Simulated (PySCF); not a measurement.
# Shapes and spin states of TiH₂

Computed with B3LYP/[Ti def2-TZVP, H def2-TZVP], no relativity, density fitting, PySCF.

Relaxations began from a few typed shapes and spin states; open shells are unrestricted. The search is not exhaustive: other isomers or separated fragments can lie lower, and high-lying points may rest on an excited occupation.

```
                                                 spin  group              bonds         angles  imaginary modes (cm⁻¹)  ΔE (kJ/mol)  ΔE with ZPE (kJ/mol)
                                              triplet    C2v  Ti–H 1.757 Å (×2)  H–Ti–H 122.1°                    none          0.0                   0.0
                   broken-symmetry Ms = 0 (⟨S²⟩ 1.00)    C2v  Ti–H 1.748 Å (×2)  H–Ti–H 120.6°                    none         34.9                  35.1
singlet (closed shell, unstable to spin polarisation)    C2v  Ti–H 1.706 Å (×2)  H–Ti–H 112.1°                    none        113.7                 114.8
singlet (closed shell, unstable to spin polarisation)    C2v  Ti–H 1.785 Å (×2)  H–Ti–H 127.2°                    none        140.3                 139.6
singlet (closed shell, unstable to spin polarisation)    D∞h  Ti–H 1.846 Å (×2)  H–Ti–H 180.0°              473i, 473i        161.8                     –
```

The lowest minimum found is the triplet C2v: Ti–H 1.757 Å (×2); H–Ti–H 122.1°.

Formally Ti is in oxidation state +2, d2, with 2 unpaired electrons (the high-spin count). The Mulliken spin on Ti is 2.15. The polar-tensor charge on Ti, 0.90, is far below the formal one.

For the lowest minimum: other spin states or occupations of the open shell can lie lower.

The electron or spin density has lower symmetry than the nuclear frame for the broken-symmetry Ms = 0 (⟨S²⟩ 1.00) C2v at 34.9 kJ/mol, singlet (closed shell, unstable to spin polarisation) C2v at 140.3 kJ/mol, singlet (closed shell, unstable to spin polarisation) D∞h at 161.8 kJ/mol.
